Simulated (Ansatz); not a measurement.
Reaction (formal exchange of groups at the Si–N bond): `N[SiH2]N[SiH](N)F` + `CC(O)(F)F` → `N[SiH2]C(O)(F)F` + `CN[SiH](N)F`

Computed with Ansatz on PBE0-D4/def2-TZVP structures; ΔE is electronic, products minus reactants. CCSD(T)/CBS is the MP2 limit (def2-TZVPP, def2-QZVPP) plus CCSD(T) − MP2 in def2-TZVPP, frozen cores. Functionals use def2-TZVPP. B3LYP here is the variant with VWN-RPA as its local correlation; programs differ in this. One conformer a species, not always the lowest.

`N[SiH2]N[SiH](N)F`:

Z-matrix (Å, degrees):
```
Si
N 1 1.724
N 1 1.727 2 109.8
H 1 1.491 2 104.7 3 123.8
H 1 1.485 2 114.1 3 -116.5
Si 2 1.712 1 128.7 3 58.3
H 2 1.010 1 115.1 3 -123.7
H 3 1.009 1 117.8 2 -153.7
H 3 1.009 1 119.4 2 67.8
N 6 1.688 2 106.7 1 -22.6
F 6 1.602 2 113.6 1 96.1
H 6 1.481 2 108.7 1 -150.2
H 10 1.009 6 120.7 2 -17.6
H 10 1.004 6 124.4 2 157.1
```

`CC(O)(F)F`:

Cartesian coordinates in Å:
```
C -1.007 0.196 0.186
C 0.452 -0.129 0.090
O 0.914 0.058 -1.170
F 1.173 0.631 0.966
F 0.686 -1.415 0.484
H -1.566 -0.450 -0.489
H -1.165 1.237 -0.092
H -1.342 0.034 1.210
H 1.854 -0.161 -1.185
```

`N[SiH2]C(O)(F)F`:

Cartesian coordinates in Å:
```
N -0.804 1.024 -1.437
Si -0.979 -0.104 -0.169
C 0.628 -0.384 0.867
O 1.639 -0.858 0.101
F 0.389 -1.246 1.908
F 1.025 0.780 1.481
H -0.750 2.009 -1.235
H -0.264 0.788 -2.254
H -1.977 0.397 0.804
H -1.332 -1.431 -0.722
H 2.424 -0.975 0.654
```

`CN[SiH](N)F`:

Z-matrix (Å, degrees):
```
C
N 1 1.447
H 1 1.096 2 112.9
H 1 1.094 2 111.4 3 -121.9
H 1 1.092 2 109.5 3 119.6
Si 2 1.692 1 125.9 3 -101.1
H 2 1.008 1 114.3 3 62.8
F 6 1.605 2 116.4 1 85.7
N 6 1.700 2 108.0 1 -158.6
H 6 1.483 2 106.1 1 -29.7
H 9 1.005 6 121.5 2 54.4
H 9 1.006 6 120.7 2 -153.8
```

Is it downhill or uphill in electronic energy at CCSD(T)/CBS, and by how much? (Estimate.)

Ansatz gave: Uphill: ΔE = +165.9 kJ/mol.

What do these levels give: r2SCAN-D4, ωB97M-V, PBE, r2SCAN, PBE0, B3LYP, MP2/def2-TZVPP, SCS-MP2/def2-TZVPP, SCS-MP2/def2-QZVPP, HF/CBS(def2), MP2/CBS(def2), CCSD/CBS(def2)? (Best estimate.)

Computed: r2SCAN-D4 165.5, ωB97M-V 163.7, PBE 146.6, r2SCAN 164.6, PBE0 157.1, B3LYP 151.8, MP2/def2-TZVPP 172.8, SCS-MP2/def2-TZVPP 167.3, SCS-MP2/def2-QZVPP 166.9, HF/CBS(def2) 168.6, MP2/CBS(def2) 171.9, CCSD/CBS(def2) 166.0 kJ/mol.

Largest T1 diagnostic among the species: 0.012.

The D4 term adds +5.9 kJ/mol with B3LYP and +3.2 kJ/mol with PBE0; it sums over pairs of atoms, weighted by their polarisabilities, and B3LYP, whose exchange is more repulsive, gets the larger term. From PBE to PBE0 (25 % exact exchange), in def2-TZVPP and without D4, ΔE moves by +10.5 kJ/mol.
